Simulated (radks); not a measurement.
Values are calculated unless marked as measured or tabulated.
Effect of the nuclear size on the ruthenium ion Ru+, [Kr] 4d7. Code: a radial shooting solver on a logarithmic mesh with Libxc functionals. Model: Dirac Kohn-Sham, exchange-only LDA, spin-unpolarised, spherical densities, finite nucleus; open shells fill j = l - 1/2 first; Fermi nuclear charge, rms radius 4.4809 fm. The rms radius is varied about that value; shifts are against it.

rms radius (fm)  total energy shift (eV)  density at nucleus (e/bohr^3)  1s1/2 shift (meV)  2s1/2 shift (meV)  4s1/2 shift (meV)  5s1/2 (empty) shift (meV)
3.9297                            -0.448                      1.113e+05               -189              -20.6             -0.677                     -0.068
4.342                             -0.118                        1.1e+05              -49.7              -5.41             -0.178                     -0.018
4.4809                                 0                      1.096e+05              0.000              0.000              0.000                      0.000
4.7273                             0.217                      1.089e+05               91.5               9.97              0.328                      0.033
5.0903                             0.555                      1.079e+05                234               25.5              0.839                      0.084

Slopes of the eigenvalues against <r^2> in GHz/fm^2, as finite differences over the two radii next to the reference (eigenvalue slopes, not the field-shift constants of lines): 1s1/2 9770, 2s1/2 1060, 4s1/2 35.0, 5s1/2 (empty) 3.52.
